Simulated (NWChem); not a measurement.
A series in which one site is exchanged, each optimised at PBE0/def2-SVP with NWChem, gas phase unless a solvent is named. Low-valent species are run as closed-shell singlets; no triplet was tried in these runs. For some, no frequency run checked for a minimum. def2 effective core potentials on Sn, Pb; no spin-orbit coupling.

A: F[Si][SiH3] (Si2H3F; site = Si)
B: [F][Sn][SiH3] (SnSiH$_{3}$F; site = Sn)
C: [F][Pb][SiH3] (PbSiH3F; site = Pb)
D: [F][Ge][SiH3] (GeSiH3F; site = Ge)

```json
[
 {"quantity": "dipole (D), PBE0/def2-SVP", "A": "0.88", "B": "2.70", "C": "3.69", "D": "___"},
 {"quantity": "orbital gap (eV), PBE0/def2-SVP", "A": "3.46", "B": "3.36", "C": "3.41", "D": "___"},
 {"quantity": "static polarisability, CAM-B3LYP/def2-SVPD (bohr³)", "A": "64.4", "B": "77.7", "C": "80.3", "D": "___"}
]
```

Problem. What belongs in the gaps?

Solution. 
- dipole (D), PBE0/def2-SVP, D: 1.67
- orbital gap (eV), PBE0/def2-SVP, D: 3.50
- static polarisability, CAM-B3LYP/def2-SVPD (bohr³), D: 66.7
